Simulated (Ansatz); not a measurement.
`O[Si](O)(F)F` + H–F → `O[Si](F)(F)F` + H₂O at 500 K and 1 bar (ligand exchange at the Si–O bond).

Gas-phase electronic energies from Ansatz, PBE0-D4/def2-TZVP geometries. CCSD(T)/CBS adds triple-zeta CCSD(T) − MP2 to the extrapolated MP2 energy (def2 sets, frozen cores). This one scheme is used for every species. Each species was taken in one conformer, which may not be the lowest.

```tsv
species	CCSD(T)/CBS energy (Eh)	H − E (kJ/mol)	S (J/(mol·K))
`O[Si](O)(F)F`	-640.47553	132.4	375.8
H–F	-100.39570	39.4	188.7
`O[Si](F)(F)F`	-664.50577	98.8	365.1
H₂O	-76.37941	73.2	206.3
```

H − E and S are ideal-gas, rigid-rotor, harmonic terms from PBE0-D4/def2-TZVP, for one conformer and one mirror image of each species. 1 Eh = 2625.50 kJ/mol, R = 8.31446 J/(mol·K).

**Question.** By hand: ΔE, ΔH, ΔS and ΔG.

**Answer.** ΔE = (-664.50577) + (-76.37941) − (-640.47553) − (-100.39570) = -0.01395 Eh = -36.6 kJ/mol. Δ(H − E) = 98.8 + 73.2 − 132.4 − 39.4 = 0.2, so ΔH = -36.4 kJ/mol. ΔS = 365.1 + 206.3 − 375.8 − 188.7 = 6.9 J/(mol·K). ΔG = -36.4 − 500 × (6.9)/1000 = -39.9 kJ/mol.

**Question.** By hand: the equilibrium constant, and the temperature at which ΔG would vanish if ΔH and ΔS stayed fixed.

**Answer.** log₁₀ K = −ΔG/(RT ln 10) = 4.2. ΔH and −TΔS have one sign here, so there is no such temperature.

The number of gas molecules stays the same, so ΔS is small and ΔH decides. A doubt of 5 kJ/mol in ΔE shifts log₁₀ K by 0.5 here. Other conformers and mirror images would add mixing entropy, several J/(mol·K) or more a flexible species. These are equilibria of isolated gas molecules and say nothing of rates. Largest T1 diagnostic: 0.011 (customary marks: 0.02 for closed shells, 0.045 for open ones).

ΔS is within the doubt of such terms, so its sign, and with it that verdict, could turn.
